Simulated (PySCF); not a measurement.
Ligands exchanged one at a time, Al OH-SiH3. All species are isolated molecules in the gas phase. One relaxed conformer stands for each flexible species; it need not be the lowest. Strings in code marks are SMILES.

Method: PBE-D3(BJ)/def2-TZVP // B3LYP-D3(BJ)/def2-TZVP run with PySCF 2.14.0. Excitations are Tamm–Dancoff values on a coarser integration grid. The basis has no diffuse functions, so Rydberg states are missing or too high.

```csv
species,LUMO (eV),S1 excitation (TDA) (eV),S1 oscillator strength,HOMO (eV)
0 of 3 OH replaced by SiH3 (`[OH][Al]([OH])[OH]`),-1.31,6.05,0.000,-7.28
1 of 3 OH replaced by SiH3,-1.45,6.03,0.001,-6.93
2 of 3 OH replaced by SiH3 (`[OH][Al]([SiH3])[SiH3]` (H–O–Al–Si torsion 180°)),-2.57,3.76,0.000,-6.09
3 of 3 OH replaced by SiH3,-3.35,3.14,0.000,-6.31
```
